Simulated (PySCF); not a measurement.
# Static response to an electric field

Compound: C₆H₅ClO.
Geometry (GFN2-xTB, Å), atoms numbered from 1 in this order:
```xyz
13
C6H5ClO angstrom
C      0.174   -1.733    1.094
C     -0.138   -0.901    0.099
C      0.323    0.435    0.097
C      0.684    1.588    0.047
C      1.135    2.939    0.034
O      1.903    3.426    0.822
C     -1.007   -1.295   -1.055
Cl    -2.609   -0.494   -0.889
H     -0.182   -2.748    1.110
H      0.793   -1.415    1.915
H      0.697    3.526   -0.799
H     -1.186   -2.369   -1.071
H     -0.591   -0.959   -2.005
```

Level: PBE0/def2-SVPD (PySCF), static field, nuclei fixed, core orbitals frozen in the response. The polarisability tensor in these axes (au):

```
x    84.40  18.83  12.80
y    18.83 128.00  -7.41
z    12.80  -7.41  74.26
```

Diagonalise the tensor; give its mean and Δα, where Δα² is half the sum of the squared differences of the eigenvalues.

Principal values 61.11, 90.43 and 135.11 au; mean 95.55 au = 14.16 Å³ = 15.75 × 10⁻⁴⁰ C²·m²/J; Δα = 64.55 au (68 % of the mean).

What is the dipole moment, and where does it point?

(-0.43, -3.62, -1.33) D, 3.88 D in size, pointing from the negative to the positive side. Measured along this direction, the outermost atoms are O6 at the negative end and H12 at the positive end.

Refractivity n − 1 of an ideal gas of it at 500 K and 1 atm, from the electronic α?

N = p/kT = 1.4678 × 10¹⁹ cm⁻³, so n − 1 = 2π × N × 14.16 × 10⁻²⁴ cm³ = 1306 × 10⁻⁶ at long wavelengths.

Rayleigh depolarisation ratio (linearly polarised light, static tensor)?

ρ = 3Δα²/(45ᾱ² + 4Δα²) = 12498.3/(410871 + 16664.3) = 0.0292.

Find the Langevin capture rate constant for NH4+ (18.034 u) meeting this molecule (128.003 u), k = 2.342 × 10⁻⁹ cm³/s × √(α in Å³ / reduced mass in u).

The reduced mass is 15.81 u, so k = 2.22 × 10⁻⁹ cm³/s. The formula leaves out the permanent dipole, which adds to the capture rate.

Geometry: GFN2-xTB, one conformer, isolated molecule.
